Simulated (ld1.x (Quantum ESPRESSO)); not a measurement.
Configuration tests for Zn (Z = 30) (TM)

Zn (Z = 30), norm-conserving Troullier–Martins (Kleinman–Bylander form), made with ld1.x (Quantum ESPRESSO) 7.5 (LDA (PZ), fully relativistic). Core [Ne] 3s2, reference 3p6 3d10 4s2 4p0. Waves: 4s (bound): rc 1.40 bohr; 3d (bound): rc 1.15 bohr; 4f channel at 0.05 Ry: rc 1.20 bohr; 3p (bound): rc 0.30 bohr. Local part: the p channel. Core correction: a·sin(br)/r model core, default radius (core density twice the valence density).

Open shells are filled in proportion to 2j + 1 (rel_dist='average').

Energies are relative to the spin-unpolarised reference configuration 3p6 3d10 4s2 4p0; without spin polarisation the order of configurations can differ from experiment. Not all tests gave a result: 2 of 7 tests not solved or not reliable. Left out of the table: 3p6 3d10 4s1 4p1 (solver errors, printed error -2.8 eV); 3p6 3d9 4s2 4p1 (solver errors, printed error -3.3 eV). The p channel is local and has no spin–orbit splitting in the pseudo-atom.

| valence configuration | charge | ΔE all-electron (eV) | error AE − PS (meV) |
| --- | --- | --- | --- |
| 3p6 3d10 4s1 4p0 | +1 | 10.190 | -5.7 |
| 3p6 3d9 4s0 4p0 | +3 | 69.850 | +7.3 |
| 3p6 3d8 4s0 4p0 | +4 | 131.997 | -4.3 |
| 3p6 3d10 4s1.5 4p0 | +0.5 | 4.078 | -1.4 |

**Question.** What are ΔE and the potential's error for 3p6 3d10 4s0 4p0?

**Answer.** ΔE = 28.959 eV all-electron; the error (AE − PS) is -21 meV.

Levels in the configuration 3p6 3d10 4s0 4p0:

```
   level  all-electron (eV)  pseudo (eV)
3p j=1/2           -106.298     -103.922
3p j=3/2           -103.229     -103.922
3d j=3/2            -31.439      -31.398
3d j=5/2            -31.074      -31.035
```

A Bessel basis up to 400 Ry misses an occupied level by 0.85 Ry, so cutoffs and ghosts were not judged. The potential misses its own reference levels by up to 2.3 eV, so it is not fit for use.
